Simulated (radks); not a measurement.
Results of a calculation; reference values are marked as such.
All-electron atom: the germanium ion Ge16+ in [Ne] 3s2 3p4.

Code: a radial shooting solver on a logarithmic mesh with Libxc functionals. Model: Dirac Kohn-Sham, PBEsol, spin-unpolarised, spherical densities, point nucleus; open shells fill j = l - 1/2 first.

Energy parts (hartree):
part                       energy
total                 -1965.77389
kinetic                2011.29881
electron-nucleus      -4384.74080
Hartree                 467.35188
exchange-correlation    -59.68377

Orbitals (lengths in bohr, moments of r in powers of bohr; r(max) is where P^2 peaks):
[
 {"orbital": "1s1/2", "occ.": "2", "eigenvalue (hartree)": "-423.7309", "<r^4>": "0.00002281", "r(max)": "0.03075", "<r^2>": "0.002977", "<r>": "0.04703", "small-component weight": "1.34e-02"},
 {"orbital": "2s1/2", "occ.": "2", "eigenvalue (hartree)": "-71.49247", "<r^4>": "0.004485", "r(max)": "0.1758", "<r^2>": "0.05111", "<r>": "0.2083", "small-component weight": "2.63e-03"},
 {"orbital": "2p1/2", "occ.": "2", "eigenvalue (hartree)": "-66.05271", "<r^4>": "0.003123", "r(max)": "0.1389", "<r^2>": "0.03957", "<r>": "0.1798", "small-component weight": "2.61e-03"},
 {"orbital": "2p3/2", "occ.": "4", "eigenvalue (hartree)": "-64.86890", "<r^4>": "0.003326", "r(max)": "0.1418", "<r^2>": "0.04099", "<r>": "0.1833", "small-component weight": "2.56e-03"},
 {"orbital": "3s1/2", "occ.": "2", "eigenvalue (hartree)": "-23.75254", "<r^4>": "0.1646", "r(max)": "0.5023", "<r^2>": "0.3335", "<r>": "0.5415", "small-component weight": "8.31e-04"},
 {"orbital": "3p1/2", "occ.": "2", "eigenvalue (hartree)": "-21.94118", "<r^4>": "0.1615", "r(max)": "0.4863", "<r^2>": "0.3241", "<r>": "0.5302", "small-component weight": "8.00e-04"},
 {"orbital": "3p3/2", "occ.": "2", "eigenvalue (hartree)": "-21.70164", "<r^4>": "0.1682", "r(max)": "0.4922", "<r^2>": "0.3311", "<r>": "0.5361", "small-component weight": "7.89e-04"}
]

The highest occupied level is 3p3/2 at -590.53 eV. For comparison, the ionisation energy in NIST's Atomic Spectra Database is 609 eV (semi-empirical). In exact Kohn-Sham theory the highest level is minus the ionisation energy, but local and semilocal functionals leave it too shallow, through self-interaction and a potential that decays too fast; potentials with the right tail come closer.

Run on one thread of a shared host, so times are rough (Arm Neoverse N1): 0.08 s of CPU time, 0.08 s wall, 13 iterations on 2476 mesh points.

Beside tabulated values, note that spin-unpolarised runs miss the spin-polarisation part of the exchange energy of open shells.
